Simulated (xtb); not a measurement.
SbH2Cl, SMILES [Cl][SbH2]. All values are semi-empirical tight-binding results from xtb (GFN2-xTB unless named), good for trends rather than for accurate numbers. Coordinates come from a GFN2-xTB optimisation.

Optimised geometry:

Bond lengths (Å): Sb1–H2 1.703, Sb1–H3 1.703, Sb1–Cl4 2.339. Angles (°): H2–Sb1–H3 87.8, H2–Sb1–Cl4 92.2, H3–Sb1–Cl4 92.2.
Charge 0, spin multiplicity 1.

For metal compounds this method's bond lengths and energies can be far off.

- point group as xtb finds it: Cs
- orbital gap: 4.33 eV
- zero-point energy: 7.8 kcal/mol
- G − E(el) at 298.15 K (modified RRHO): -9.3 kcal/mol

Computed atomic charges and the Wiberg bond orders between heavy atoms:
charges (e) Sb1 0.33, H2 -0.05, H3 -0.05, Cl4 -0.22. Bond orders Sb1–Cl4 1.19.
